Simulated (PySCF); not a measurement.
Si(GeH3)(Me)2(OMe), C3H12GeOSi, SMILES CO[Si](C)(C)[GeH3], singlet (GFN2-xTB optimised geometry):

```
18

C     -0.819    -2.521     1.971
O     -1.165    -1.295     1.404
Si    -0.608    -0.678     0.000
C     -1.198    -1.689    -1.510
C     -1.327     1.073     0.000
Ge     1.751    -0.678     0.000
H     -1.355    -3.336     1.479
H      0.258    -2.704     1.883
H     -1.091    -2.497     3.027
H     -0.880    -1.226    -2.440
H     -0.787    -2.696    -1.491
H     -2.281    -1.773    -1.535
H     -2.411     1.061     0.031
H     -1.023     1.599    -0.899
H     -0.977     1.642     0.855
H      2.422    -1.029     1.301
H      2.411     0.620    -0.356
H      2.403    -1.642    -0.954
```

Level of theory: PySCF with PBE0/def2-SVP.

Task: What are the frontier orbital energies and the dipole moment?

Result: HOMO-2 -8.95 eV, HOMO-1 -8.13 eV, HOMO -7.42 eV, LUMO 0.45 eV, LUMO+1 0.85 eV; dipole moment 1.24 D.

Meta-Löwdin charges at PBE0/def2-SVP: C1 -0.08, O2 -0.60, Si3 0.91, C4 -0.56, C5 -0.55, Ge6 0.02, H7 0.09, H8 0.09, H9 0.11, H10 0.12, H11 0.11, H12 0.12, H13 0.12, H14 0.11, H15 0.12, H16 -0.05, H17 -0.05, H18 -0.05.
